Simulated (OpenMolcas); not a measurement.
# Pd2+: moving the ligands

Pd2+ with 6 ligands (chloride) in trigonal prismatic coordination (D3h) at 2.62 Å, a polar angle of 45.7° against the regular 49.1°. A charge of +0.667 e stands 2.4 Å behind each ligand. Ligand basis ANO-RCC-VDZP.

```yaml
Program: OpenMolcas 26.06
Method: "SS-CASPT2, IPEA 0.25 Eh, imaginary shift 0.1 Eh (closed shells correlated: 4s 4p and the ligand valence shells)"
Basis: ANO-RCC-VDZP [6s5p3d1f]
Scalar_Hamiltonian: DKH2, point nucleus
Active_space: 8 electrons in 5 orbitals (4d)
State_averaging: 2S+1 = 3 even, 10 roots; 2S+1 = 1 even, 15 roots
Spin-orbit_coupling: state interaction with AMFI integrals over the reference wave functions
```

Runs around this geometry, states (labels of D3, the rotations of D3h). Energies in cm-1 above the lowest state or level, χT in cm3 K/mol.

```
R (Å)  Polar angle / regular  Ground state  First state of that spin  First gap with spin-orbit (degeneracies)  χT at 300 K  First state of another spin
 2.62                  0.874           3A2                  3A1 4640                                380 (1, 2)        1.739                      1E 6610
 2.44                   0.93           3A2                  3A1 6870                                310 (1, 2)        1.448                      1E 5880
 2.62                   0.93           3A2                  3A1 4240                                390 (1, 2)        1.788                      1E 6800
 2.78                   0.93           3A2                  3A1 2970                                410 (1, 2)        2.129                      1E 6860
```

Taking the first state of the same spin as R^-n, n = -ln(2970 / 6870) / ln(2.78 / 2.44) = 6.4 between the shortest and longest distance.

Roots that are degenerate in the reference are averaged as groups; the widest CASPT2 spread within a group is 170 cm-1 (the 2-fold group of multiplicity 3 near 19500 cm-1 above the lowest state of its run, R = 2.44, ratio = 0.93). Shifts and gaps below about the spread of the groups concerned are not significant. Over all roots computed the reference weight is 0.64 to 0.67 in R = 2.62 in ratio = 0.874, 0.64 to 0.66 in R = 2.44 in ratio = 0.93, 0.64 to 0.67 in R = 2.62 in ratio = 0.93, 0.65 to 0.67 in R = 2.78 in ratio = 0.93; a low but even weight reflects the number of correlated electrons. Real 4d8 and 5d8 ions are as a rule square planar and diamagnetic. Ligand-to-metal charge-transfer states are missing. With no ligand orbital active B as a rule stays too high, so bands that hang on it stand too high and its fall with covalency is understated. The least metal-like active orbital is 84 % on the metal (Löwdin) and no ligand orbital is active, so the numbers are rough (holds for R = 2.44, ratio = 0.93). Free-ion shares, where given, are those of the reference states; single-state CASPT2 does not remix them (holds for R = 2.78, ratio = 0.93). No measured value stands beside these numbers; the geometry is a model, was not optimised and need not be the one that this ion takes.
